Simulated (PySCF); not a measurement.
InClI2, SMILES [Cl][In]([I])[I].

The structure is a stationary point at B3LYP-D3(BJ)/def2-SVP. The structure was generated by enumeration; whether it is a known compound was not checked. The def2 effective core potentials stand for the cores of I, In; spin–orbit coupling is left out.

Two levels are set side by side: TDDFT-PBE/def2-SVPD (PySCF) and TDDFT-B3LYP/def2-SVPD (PySCF). Vertical, same geometry. The lowest singlet is HOMO→LUMO 99 % with PBE and HOMO→LUMO 99 % with the other functional; states are paired by order. Differences are taken from unrounded values.

| quantity | TDDFT-B3LYP |
|---|---|
| lowest singlet excitation (eV) | 3.27 |
| lowest triplet excitation (TDA) (eV) | 2.94 |

Task: What does TDDFT-PBE give, and how far is it from TDDFT-B3LYP? (An estimate is asked for; the answer gives what the named calculation found.)

Result: 
| quantity | TDDFT-PBE | TDDFT-PBE minus TDDFT-B3LYP |
|---|---|---|
| lowest singlet excitation (eV) | 2.94 | -0.33 |
| lowest triplet excitation (TDA) (eV) | 2.64 | -0.30 |

A lower first singlet is the usual sign of a functional without exact exchange. Differences between two approximate levels are no errors against the true value.

Rough cost on one machine, each run with all the roots and properties that it gave: TDDFT-B3LYP against TDDFT-PBE about 3 times.
